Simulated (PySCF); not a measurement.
Ligands exchanged one at a time, Al H-CH3. Isolated molecules, 0 K electronic values unless said otherwise. Strings in code marks are SMILES.

Level of theory: B3LYP-D3(BJ)/def2-TZVP // M06-2X/def2-TZVP run with PySCF 2.14.0. B3LYP has the VWN-RPA correlation part, as in Gaussian. Excitations are Tamm–Dancoff values on a coarser integration grid. The basis has no diffuse functions, so Rydberg states are missing or too high.

```
species                                             dipole moment (D)  S1 excitation (TDA) (eV)  S1–T1 gap (TDA) (eV)
--------------------------------------------------  -----------------  ------------------------  --------------------
0 of 3 H replaced by CH3                                         0.00                         –                     –
1 of 3 H replaced by CH3                                         0.71                      5.17                   [?]
2 of 3 H replaced by CH3                                         0.62                       [?]                  0.27
3 of 3 H replaced by CH3 (`[CH3][Al]([CH3])[CH3]`)               0.00                      5.55                  0.28
```

**Question.** Complete the blanks.

**Answer.** 
- 1 of 3 H replaced by CH3, S1–T1 gap (TDA) (eV): 0.32
- 2 of 3 H replaced by CH3, S1 excitation (TDA) (eV): 5.30
